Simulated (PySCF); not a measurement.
Computed vibrations of [Pr(H2O)2]3+

[Pr(H2O)2]3+ (singlet in the valence; each metal's 4f electrons, 2 of them, lie in its core potential, out of spins and levels). PySCF 2.14.0, RKS PBE0, Pr lcecp-1-SVP with ECP48, O def2-SVP, H def2-SVP; non-relativistic Hamiltonian with scalar-relativistic core potentials where named; density fitting; no spin-orbit coupling. Central differences of gradients.

```xyz
7

Pr    0.0000    0.0000    0.0000
O     0.0000    0.0000    2.3607
H     0.5444    0.5444    2.9841
H    -0.5444   -0.5444    2.9841
O     0.0000    0.0000   -2.3607
H     0.5444   -0.5444   -2.9841
H    -0.5444    0.5444   -2.9841
```

Run from Python with OMP_NUM_THREADS=2. Where DIIS fails, smearing, a level shift and second-order steps follow.
It took 21 s on 2 threads of Intel(R) Xeon(R) 6975P-C (Granite Rapids) (shared host).

What are the harmonic wavenumbers and infrared intensities?

Modes are labelled in D2d; negative numbers are unstable modes, those under 60 cm⁻¹ near the noise; a finer grid moves soft modes by up to 10 cm⁻¹.
```tsv
cm⁻¹	km/mol	symmetry
-64	–	e
-64	–	e
147	0.0	b1
396	0.0	a1
399	75.0	b2
632	64.4	e
632	64.4	e
721	420.3	e
721	420.3	e
1675	308.6	b2
1678	0.0	a1
3536	1355.3	b2
3551	0.0	a1
3568	454.8	e
3568	454.8	e
```

Is this a minimum?

No: 2 unstable; the lowest moves the atoms so:
```
Pr   0.09  0.00  0.00
O   -0.32 -0.01  0.00
H   -0.43  0.00  0.09
H   -0.43  0.00 -0.09
O   -0.32 -0.01  0.00
H   -0.43 -0.03 -0.08
H   -0.43 -0.03  0.08
```

An lcecp potential fixes the number of 4f electrons, so in runs with it no electron can move into or out of that shell.
